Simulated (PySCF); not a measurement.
Unknown compound

The spectra below were simulated for a compound C₇H₅ClO.

1H NMR (400 MHz, computed): δ 8.65 (d, 2H), 7.96 (m, 1H), 7.82 (m, 2H).

13C{1H} NMR (computed): δ 176.8 (C), 141.9 (CH), 139.7 (CH, 2C), 136.1 (C), 134.2 (CH, 2C).

Non-relativistic Hamiltonian, isolated molecule, one conformer, one averaged value for each set of equivalent atoms. PBE0/pcSseg-1 with gauge-including orbitals; geometry: GFN2-xTB; PySCF 2.14.0 with density-fitted response routines.

Shifts are taken against calculated references (same method and geometry level): 1H (σref 31.72) and 13C (σref 186.93) vs TMS.

**Question.** Which candidate is it?
A. O=C(Cl)c1ccccc1
B. O=Cc1cccc(Cl)c1
C. O=c1cccc(Cl)cc1

**Answer.** A. 

1. Rings plus π bonds: 5 (1 ring in the answer).
2. 5 carbon signals for 7 carbons: some carbons are equivalent by symmetry or fast rotation.
3. Carbon types of the structure: 2 × C, 5 × CH, which accounts for all hydrogens.
4. δC 176.8: carbonyl carbon.
5. δC 141.9, 139.7, 134.2: aromatic CH.
6. δC 136.1: substituted aromatic carbon.
7. δH 8.65, 7.96, 7.82: hydrogen on an aromatic CH.

The others: O=c1cccc(Cl)cc1 would give 7 carbon signals, not 5; O=Cc1cccc(Cl)c1 would give 7 carbon signals, not 5.

Carbons that carry Cl, above all several Cl atoms, come out too deshielded, partly because spin–orbit coupling is missing. Shifts are as computed. Against solution values, carbons near 30 ppm lie about +3 ppm off and those near 130 ppm about +5 ppm; carbons on Cl a further +6 ppm. Of 1211 compounds with measured shifts, 218 miss one by over three times the rms of a fit or turn the order of signals round; such compounds aren't used in these exercises. Multiplicities follow the n + 1 count of equivalent neighbours, as no J values were calculated; m marks all less simple cases, F and P coupling included.
